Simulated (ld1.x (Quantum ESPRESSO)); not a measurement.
## What one change does to a pseudopotential (arsenic (As), TM)

- Element: As
- Generator: ld1.x (Quantum ESPRESSO) 7.5
- Type: norm-conserving Troullier–Martins (Kleinman–Bylander form)
- Functional: PBE
- Relativity: fully relativistic
- Frozen core: [Ar] 3d10
- Valence charge: 5
- Reference configuration: 4s2 4p3
- Partial waves: 4s (bound): rc 1.75 bohr; 4p (bound): rc 1.65 bohr
- Local potential: all-electron potential smoothed inside 1.50 bohr (lloc = -1)
- Core correction: a·sin(br)/r model core inside 0.90 bohr

Open shells are filled in proportion to 2j + 1 (rel_dist='average').

All-electron outer shells of the reference configuration (PBE, scalar-relativistic, ld1.x):

```
shell  level (eV)  outermost node (bohr)  outermost maximum (bohr)
   3p     -133.68                   0.22                      0.52
   3d      -40.65                      –                      0.47
   4s      -14.49                   0.73                      1.61
   4p       -5.19                   0.78                      2.00
```

Change: local potential the s channel.

Cutoffs: the cutoffs (Ry, on a coarse ladder) from which the occupation-weighted sum of valence levels, in a spherical-Bessel basis at the reference potential, stays within 10 and 1 mRy of its value at 400 Ry; they do not see the model core or the augmentation charge, which bear on the density cutoff. Errors are all-electron minus pseudo energies relative to the spin-unpolarised reference configuration.

Task: Predict the effect on cutoff, ghosts and configuration errors.

Result: The potential gets harder (25 Ry and 45 Ry → 35 Ry and 45 Ry); a bound ghost appears in p, which as a rule spoils a file; of the 7 tests that both files solve, the error grows in 6 and shrinks in 0 by more than 15 % and 0.3 meV (median size 7.6 → 10.3 meV); the range in which the s phases agree widens (upper end 1.2 → 4.3); the range in which the p1/2 phases agree widens (upper end 3.7 → at the end of the scan). In the separable form a ghost depends on how the local part lies against the semilocal potential of the channel, so the choice of the local part can create or remove one.

```tsv
quantity	base	changed
cutoff, loose	25 Ry	35 Ry
cutoff, tight	45 Ry	45 Ry
loose cutoff by channel (10 mRy a level)	s 18 Ry, p 6 Ry	p 15 Ry, s 18 Ry
bound ghosts	none	p1/2
error for 4s2 4p2, meV [ΔE 9.15 eV]	0.0	-3.0
error for 4s2 4p1, meV [ΔE 27.07 eV]	-7.9	-22
error for 4s2 4p0, meV [ΔE 54.78 eV]	-55	-80
error for 4s1 4p4, meV [ΔE 9.41 eV]	-7.6	-10
error for 4s2 4p3.3, meV [ΔE -1.23 eV]	0.0	-0.1
error for 4s2 4p2.5, meV [ΔE 3.56 eV]	+0.1	-0.5
error for 4s1 4p0, meV [ΔE 105.43 eV]	-277	-332
s: phases at 1.91 bohr within 0.05 rad from the reference energy up to (Ry; the scan ends near 5)	1.2	4.3
p1/2: phases at 1.91 bohr within 0.05 rad from the reference energy up to (Ry; the scan ends near 5)	3.7	to the end of the scan
p3/2: phases at 1.91 bohr within 0.05 rad from the reference energy up to (Ry; the scan ends near 5)	3.5	to the end of the scan
```

 A true bound ghost makes a file unfit for plane-wave use even where its test errors are small: the radial tests pick states by their node count and pass the ghost by.
